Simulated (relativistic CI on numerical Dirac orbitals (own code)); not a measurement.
Ru²⁺: resonant inelastic scattering at the L2,3 edge

Computed with this model: Dirac-Coulomb-Breit CI, separate exchange-only KLI orbitals for each configuration, QED by a radiative potential, Kramers-Heisenberg scattering through one core-hole configuration in a parametric crystal field, unscaled Slater integrals; configurations [Kr] 4d6 → [He] 2s2 2p5 3s2 3p6 3d10 4s2 4p6 4d7; 300 K; core-hole width 0.96 eV; summed over polarisations. Incident energies are the highest absorption maxima for each field (at most a few, so the weaker spin-orbit partner edge can be absent), on the computed scale of the free ion. Intensities are in per cent of the strongest line above 0.02 eV; levels within 1 cm⁻¹ are merged; final levels count from the ground level, the first row holds all elastic scattering, lines under 0.4 are left out and each table stops after 24 rows. The scale of the Slater integrals is a model choice and moves the terms in proportion.

Field parameters in Wybourne normalisation: Td as Oh with Dq negative (B⁴₀ = 21Dq, B⁴₄ = √(5/14) B⁴₀). The field is a parameter set, without covalency.

S is read from ⟨S²⟩ = S(S + 1).

Td, 10Dq = -2100 cm⁻¹:

```
Final level (eV)  Degeneracy  Irrep     S  2840.2 eV  2841.5 eV  2969.5 eV
           0.000           1     A1  1.99      726.2      420.2      131.4
           0.010           3     T1  1.99       57.1       73.6        4.5
           0.019           2      E  1.99       54.9       62.2       14.3
           0.040           3     T2  1.99       52.0       33.8       19.8
           0.071           1     A2  2.00       20.1        8.0        9.9
           0.249           3     T2  1.99       84.6      100.0       42.6
           0.312           3     T1  2.00       60.0       69.7       39.4
           0.332           2      E  1.99       18.2       35.8        6.7
           0.392           3     T2  1.99       23.1       17.0        9.8
           0.412           3     T1  1.99       19.8       22.0        5.4
           0.430           1     A1  1.99        6.7        9.4        1.2
           2.040           3     T2  0.98        9.0        2.3        8.9
           2.044           1     A1  0.99        3.5        0.9        4.7
           2.058           3     T1  0.99       11.0        2.5       12.3
           2.066           2      E  1.00        8.2        2.7        5.1
           2.171           3     T2  0.99        8.2        1.0        7.6
           2.185           3     T1  1.00        3.8        0.7        5.5
           2.234           3     T2  0.99       11.7        4.2       20.1
           2.238           2      E  0.99        7.6        2.4        8.3
           2.269           1     A2  0.99        4.2        0.5        5.6
           2.278           2      E  0.97        5.9        2.1        9.5
           2.292           3     T2  0.99        9.8        1.9       13.4
           2.342           3     T1  1.00        4.4        2.3        8.4
           2.376           3     T1  0.98        2.2        2.3        4.4
```

Td, 10Dq = -4750 cm⁻¹:

```
Final level (eV)  Degeneracy  Irrep     S  2840.4 eV  2841.8 eV  2969.6 eV
           0.000           1     A1  1.99      653.3      316.1      113.1
           0.009           3     T1  1.99       52.6       39.3        4.9
           0.017           2      E  1.99       47.5       34.8       11.4
           0.032           3     T2  1.99       52.3       21.7       17.8
           0.048           1     A2  2.00       20.6        6.4        7.0
           0.539           3     T2  1.99       88.7      100.0       34.6
           0.607           3     T1  1.99       56.7       73.9       29.5
           0.612           2      E  1.99       25.3       46.3        9.4
           0.692           3     T2  1.99       38.5       24.5       12.0
           0.700           3     T1  1.99       37.9       30.0        8.7
           0.709           1     A1  1.99       13.9       13.6        1.8
           1.776           3     T2  0.99        8.6        3.8        7.8
           1.795           2      E  1.00        7.5        4.0        4.2
           1.844           1     A1  1.00        3.4        1.5        4.3
           1.845           3     T1  1.00        9.4        5.0       11.2
           2.180           3     T2  0.98        6.7        1.9        7.0
           2.192           3     T1  1.00        4.3        1.2        7.1
           2.238           3     T2  0.99       10.3        4.9       18.9
           2.253           2      E  1.00        6.7        2.8        8.2
           2.324           1     A2  0.99        3.9        0.8        3.9
           2.340           2      E  0.95        6.0        3.7        7.8
           2.341           3     T2  0.99       11.5        3.8       13.5
           2.413           3     T1  1.00        7.5        2.8       11.5
           2.475           3     T1  1.00       10.5        1.7        5.7
```

For the first field the strongest loss at the lowest incident energy is the level at 0.25 eV (S = 1.99, against 1.99 in the thermal ground state). Levels of other spin, the first over 8 % at 2.04 eV, appear because spin-orbit coupling of the core hole, and in heavier ions of the valence shell too, mixes spins.
